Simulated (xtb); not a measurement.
ClH5Si2, SMILES [SiH3][SiH2]Cl. All values are semi-empirical tight-binding results from xtb (GFN2-xTB unless named), good for trends rather than for accurate numbers. The structure is a stationary point at GFN2-xTB.

Optimised geometry:

```xyz
8

Si     1.8266    -0.1867     0.3344
Si    -0.4537    -0.5651     0.4046
Cl    -1.4361     0.7745    -0.7635
H      2.5166    -1.1501     1.1957
H      2.3872    -0.3338    -1.0115
H      2.1971     1.1517     0.8020
H     -1.0471    -0.4265     1.7369
H     -0.8614    -1.8828    -0.0895
```

```
Quantity                                          Result
-----------------------------------------  -------------
point group as xtb finds it                           Cs
orbital gap                                      4.43 eV
dipole moment                                     1.63 D
zero-point energy                          25.8 kcal/mol
G − E(el) at 298.15 K (modified RRHO)       6.8 kcal/mol
static polarisability (D4 model)              72.7 bohr³
solvation energy, GFN2-xTB/ALPB(water)     -0.6 kcal/mol
solvation energy, GFN2-xTB/ALPB(methanol)  -3.0 kcal/mol
```

Computed atomic charges and the Wiberg bond orders between heavy atoms:
charges (e) Si1 0.37, Si2 0.41, Cl3 -0.30, H4 -0.12, H5 -0.10, H6 -0.10, H7 -0.09, H8 -0.09. Bond orders Si1–Si2 0.84, Si2–Cl3 1.07.
